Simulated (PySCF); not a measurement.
Computed with CAM-B3LYP-D3(BJ)/def2-TZVP // CAM-B3LYP-D3(BJ)/def2-SVP (PySCF). Gas-phase values, no solvent. One relaxed conformer stands for a flexible species; it need not be the lowest. Delta-SCF ions had no search for a lower state. 

Reference species (SMILES): `[O]([Sn]([O]C)([O]C)[Br])C` (neutral, multiplicity 1).

```json
{
 "S1 oscillator strength": "0.011",
 "HOMO": "-9.57 eV",
 "vertical ionisation energy (Delta-SCF)": "10.15 eV",
 "HOMO–LUMO gap": "8.45 eV"
}
```

Changed species: `C[O][Sn]([O]C)([O]C)[O]C` (4 of 4 Br replaced by OCH3; the reference has 3 of 4 Br replaced by OCH3).

What does the change do to the S1 oscillator strength, HOMO, vertical ionisation energy (Delta-SCF) and HOMO–LUMO gap?

the S1 oscillator strength falls by 0.011, to 0.000; the HOMO goes up by 0.17 eV, to -9.40 eV; the vertical ionisation energy (Delta-SCF) falls by 0.13 eV, to 10.02 eV; the HOMO–LUMO gap rises by 0.43 eV, to 8.88 eV.
